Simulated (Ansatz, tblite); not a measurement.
(KH)n: gap (eV) at several levels, gas phase, relaxed structures; Ansatz, xTB through tblite. Clusters are the lowest isomers that short searches found in that spin, judged at the geometry's level. A dash marks a value that wasn't run or was left out as unsound. The structures are stationary points that may keep the symmetry of their start.

| species | state | geometry | PBE-D4/def2-SVP | r2SCAN-D4/def2-TZVP | B97M-V/def2-TZVP | PBE0-D4/def2-TZVP | BHLYP-D4/def2-TZVP |
| --- | --- | --- | --- | --- | --- | --- | --- |
| (KH)2 ring (K2H2) | singlet | PBE0-D4/def2-TZVP | 2.20 | 3.14 | – | 3.77 | 5.01 |
| (KH)3 ring (K3H3) | singlet | r2SCAN-D4/def2-TZVP | 2.86 | 3.78 | 3.33 | 4.38 | 5.62 |
| (KH)4 cube (K4H4) | singlet | PBE0-D4/def2-SVP | 2.94 | 3.80 | 3.43 | 4.47 | 5.74 |
| (KH)4 ring (K4H4) | singlet | PBE-D4/def2-SVP | 2.83 | 3.69 | 3.30 | 4.38 | 5.63 |
| K5H5 | singlet | PBE-D4/def2-SVP | 2.43 | 3.25 | 2.87 | 3.94 | – |

Problem. Estimate the column for GFN1-xTB.

Solution. (KH)2 ring (K2H2) 4.98; (KH)3 ring (K3H3) 4.72; (KH)4 cube (K4H4) 6.21; (KH)4 ring (K4H4) 4.76; K5H5 4.76.

Over the 3 species that have every level, the mean is 5.23 at GFN1-xTB, 2.88 at PBE-D4/def2-SVP, 3.76 at r2SCAN-D4/def2-TZVP, 3.35 at B97M-V/def2-TZVP, 4.41 at PBE0-D4/def2-TZVP, 5.66 at BHLYP-D4/def2-TZVP. Orbital gaps grow with the share of exact exchange and aren't one observable across functionals.
